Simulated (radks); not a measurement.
All-electron atom: Ru V in [Kr] 4d4.

Method: Dirac Kohn-Sham, PBE, spin-unpolarised, spherical densities, finite nucleus; open shells fill j = l - 1/2 first; Fermi nuclear charge, rms radius 4.4809 fm; computed with a radial shooting solver on a logarithmic mesh with Libxc functionals.

Energy parts (eV):
part                       energy
total                 -123207.933
kinetic                128218.444
electron-nucleus      -295996.910
Hartree                 48163.047
exchange-correlation    -3592.513

Orbitals (lengths in bohr, moments of r in powers of bohr; <r^-3> diverges for s and p1/2):
[
 {"orbital": "1s1/2", "occ.": "2", "eigenvalue (eV)": "-21977.63", "<1/r>": "45.88", "<r^2>": "0.001510", "<r^-3>": "-", "<r>": "0.03344"},
 {"orbital": "2s1/2", "occ.": "2", "eigenvalue (eV)": "-3204.485", "<1/r>": "10.49", "<r^2>": "0.02495", "<r^-3>": "-", "<r>": "0.1453"},
 {"orbital": "2p1/2", "occ.": "2", "eigenvalue (eV)": "-2964.971", "<1/r>": "10.47", "<r^2>": "0.01876", "<r^-3>": "-", "<r>": "0.1236"},
 {"orbital": "2p3/2", "occ.": "4", "eigenvalue (eV)": "-2834.055", "<1/r>": "9.920", "<r^2>": "0.02011", "<r^-3>": "2801", "<r>": "0.1284"},
 {"orbital": "3s1/2", "occ.": "2", "eigenvalue (eV)": "-607.3866", "<1/r>": "3.626", "<r^2>": "0.1854", "<r^-3>": "-", "<r>": "0.4023"},
 {"orbital": "3p1/2", "occ.": "2", "eigenvalue (eV)": "-514.4854", "<1/r>": "3.528", "<r^2>": "0.1821", "<r^-3>": "-", "<r>": "0.3955"},
 {"orbital": "3p3/2", "occ.": "4", "eigenvalue (eV)": "-492.2545", "<1/r>": "3.395", "<r^2>": "0.1918", "<r^-3>": "482.7", "<r>": "0.4061"},
 {"orbital": "3d3/2", "occ.": "4", "eigenvalue (eV)": "-327.8984", "<1/r>": "3.218", "<r^2>": "0.1747", "<r^-3>": "72.13", "<r>": "0.3818"},
 {"orbital": "3d5/2", "occ.": "6", "eigenvalue (eV)": "-323.5645", "<1/r>": "3.183", "<r^2>": "0.1777", "<r^-3>": "68.43", "<r>": "0.3853"},
 {"orbital": "4s1/2", "occ.": "2", "eigenvalue (eV)": "-126.8786", "<1/r>": "1.370", "<r^2>": "1.138", "<r^-3>": "-", "<r>": "1.004"},
 {"orbital": "4p1/2", "occ.": "2", "eigenvalue (eV)": "-98.6870", "<1/r>": "1.259", "<r^2>": "1.322", "<r^-3>": "-", "<r>": "1.077"},
 {"orbital": "4p3/2", "occ.": "4", "eigenvalue (eV)": "-95.1064", "<1/r>": "1.221", "<r^2>": "1.387", "<r^-3>": "78.00", "<r>": "1.104"},
 {"orbital": "4d3/2", "occ.": "4", "eigenvalue (eV)": "-52.0370", "<1/r>": "0.9640", "<r^2>": "2.173", "<r^-3>": "7.785", "<r>": "1.365"},
 {"orbital": "4d5/2", "occ.": "0", "eigenvalue (eV)": "-51.5793", "<1/r>": "0.9556", "<r^2>": "2.205", "<r^-3>": "7.364", "<r>": "1.375"}
]

The highest occupied level is 4d3/2 at -52.037 eV. The density falls to 0.001 e/bohr^3 at r = 3.01 bohr. For comparison, the ionisation energy in NIST's Atomic Spectra Database is 59 eV (theoretical). In exact Kohn-Sham theory the highest level is minus the ionisation energy, but local and semilocal functionals leave it too shallow, through self-interaction and a potential that decays too fast; potentials with the right tail come closer. The electron density at the nucleus is 1.101e+05 e/bohr^3.

Beside tabulated values, note that spin-unpolarised runs miss the spin-polarisation part of the exchange energy of open shells.
